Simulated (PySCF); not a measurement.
Polarisability and C₆ of Ti²⁺ (titanium, charge +2)

[Ar] 3d1 4s1, high-spin 3D determinant (an excited configuration). Computed with PySCF 2.14 in aug-cc-pVTZ with one added diffuse shell each of s, p, d, f, g type (9s8p6d4f3g, 118 functions), with no relativity, point nucleus. Coupled (time-dependent) response in atomic units; α is the mean over directions.

```json
{"method": "UHF", "mean α (bohr³)": "36.14", "α xx, yy, zz": "35.56, 35.56, 37.32", "C₆ (like pair)": "181.2", "S(−4)": "1275"}
{"method": "PBE", "mean α (bohr³)": "29.10", "α xx, yy, zz": "28.41, 28.41, 30.48", "C₆ (like pair)": "135.7", "S(−4)": "805.2"}
```

S(−4) is the Cauchy moment in α(ω) = α(0) + S(−4) ω² + …

α(iu) at UHF:

```json
{"u (hartree)": "0", "α(iu) (bohr³)": "36.14"}
{"u (hartree)": "0.0500", "α(iu) (bohr³)": "33.23"}
{"u (hartree)": "0.100", "α(iu) (bohr³)": "26.90"}
{"u (hartree)": "0.200", "α(iu) (bohr³)": "15.84"}
{"u (hartree)": "0.300", "α(iu) (bohr³)": "10.00"}
{"u (hartree)": "0.500", "α(iu) (bohr³)": "5.351"}
{"u (hartree)": "0.750", "α(iu) (bohr³)": "3.359"}
{"u (hartree)": "1.00", "α(iu) (bohr³)": "2.462"}
{"u (hartree)": "1.50", "α(iu) (bohr³)": "1.576"}
{"u (hartree)": "2.00", "α(iu) (bohr³)": "1.111"}
{"u (hartree)": "3.00", "α(iu) (bohr³)": "0.6335"}
{"u (hartree)": "5.00", "α(iu) (bohr³)": "0.2809"}
```

For an ion, C₆ is the dispersion term alone; charge-induced terms of lower order in 1/R come first.

The components differ because the open shell of this determinant is not spherical; for a pure term their mean is the scalar polarisability.
